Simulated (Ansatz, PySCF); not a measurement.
Molecule: boron monoxide dimer, B$_{2}$O$_{2}$, charge 0, multiplicity 1. 
Geometry from a B3LYP-D3(BJ)/def2-TZVP (Ansatz, a first-principles code) optimisation:
SMILES: O=BB=O
```xyz
4

O      0.0000     0.0000    -2.0159
B      0.0000     0.0000    -0.8179
B      0.0000     0.0000     0.8179
O      0.0000     0.0000     2.0159
```
Charge 0, spin multiplicity 1.

Wanted: atomisation energy (electronic, to ground-state atoms), in kcal/mol. Cores are frozen in the correlated levels unless marked. Open shells are spin-unrestricted. No spin-orbit coupling. No relativistic terms. The coupled-cluster limit lacks core correlation, which all-electron functionals hold. CBS marks a two-point X^-3 extrapolation of the correlation energy; Hartree-Fock from the larger set.

```csv
level,program,atomisation energy (kcal/mol)
M06-L-D4/def2-TZVPD,PySCF + dftd4,510.6
BHLYP/def2-TZVPD,Ansatz,[?]
TPSSh-D3(BJ)/def2-TZVPD,PySCF + dftd3,[?]
r2SCANh-D4/def2-TZVPD,Ansatz + dftd4,503.8
PW6B95-D4/def2-TZVPD,PySCF + dftd4,507.7
PW6B95/def2-TZVPD,PySCF,506.4
CAM-B3LYP/def2-TZVPD,Ansatz,508.1
LC-wPBE-D3(BJ)/def2-TZVPD,Ansatz + dftd3,[?]
SCS-MP2/aug-cc-pVTZ,Ansatz,510.4
SCS-MP2/cc-pwCVTZ,Ansatz,511.0
CCSD/6-31G*,Ansatz,470.5
"CCSD(T)/CBS(cc-pVTZ,cc-pVQZ)",Ansatz,503.9
```

**Question.** Complete the blanks.

**Answer.** 
- BHLYP/def2-TZVPD, atomisation energy (kcal/mol): 474.2
- TPSSh-D3(BJ)/def2-TZVPD, atomisation energy (kcal/mol): 494.5
- LC-wPBE-D3(BJ)/def2-TZVPD, atomisation energy (kcal/mol): 509.9
